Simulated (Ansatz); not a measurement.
Tuning the range parameter of LC-ωPBE so that −HOMO meets the ionisation energy; basis def2-SVP, Ansatz. System: `CCc1ccc(CCc2ccc(CC)cc2)cc1`. The state is a singlet with charge 0. Geometry: r2SCAN-D4/def2-SVP. The ionised state is a doublet.

Geometry of the singlet:

```xyz
40

C    -2.1547    3.6784    5.1439
C    -3.2145    2.7417    4.5550
C    -2.6873    1.9313    3.3969
C    -2.0701    0.6880    3.6054
C    -1.5393   -0.0409    2.5390
C    -1.6069    0.4468    1.2246
C    -0.9905   -0.3159    0.0814
C     0.4902    0.0576   -0.1500
C     1.0989   -0.7089   -1.2947
C     1.0210   -0.2259   -2.6102
C     1.5299   -0.9656   -3.6799
C     2.1321   -2.2165   -3.4737
C     2.7359   -2.9872   -4.6213
C     4.2049   -2.6225   -4.8603
C     2.2101   -2.6990   -2.1580
C     1.7012   -1.9596   -1.0881
C    -2.2184    1.6928    1.0165
C    -2.7492    2.4214    2.0831
H    -1.2848    3.1085    5.5083
H    -2.5596    4.2609    5.9869
H    -1.7891    4.3866    4.3830
H    -3.5816    2.0608    5.3423
H    -4.0846    3.3340    4.2226
H    -2.0175    0.2790    4.6207
H    -1.0749   -1.0158    2.7261
H    -1.5522   -0.1253   -0.8494
H    -1.0554   -1.4015    0.2698
H     0.5566    1.1428   -0.3399
H     1.0537   -0.1341    0.7795
H     0.5531    0.7472   -2.7977
H     1.4583   -0.5660   -4.6978
H     2.6539   -4.0695   -4.4207
H     2.1550   -2.7938   -5.5397
H     4.8120   -2.8302   -3.9646
H     4.3112   -1.5497   -5.0882
H     4.6283   -3.1948   -5.7013
H     2.6774   -3.6724   -1.9703
H     1.7722   -2.3591   -0.0701
H    -2.2912    2.0909   -0.0019
H    -3.2338    3.3856    1.8924
```

```csv
ω (1/bohr),HOMO (eV),LUMO (eV),vertical IE (eV),HOMO + IE (eV)
0.1,-6.98,0.32,7.66,0.68
0.15,-7.53,0.82,7.88,0.35
0.2,-7.97,1.20,8.09,0.12
```

Q: Estimate the row for 0.3 bohr⁻¹.

A: 
```tsv
ω (1/bohr)	HOMO (eV)	LUMO (eV)	vertical IE (eV)	HOMO + IE (eV)
0.3	-8.58	1.66	8.39	-0.20
```

Q: Where does the tuning condition hold?

A: Near ω = 0.24 bohr⁻¹, by linear interpolation.
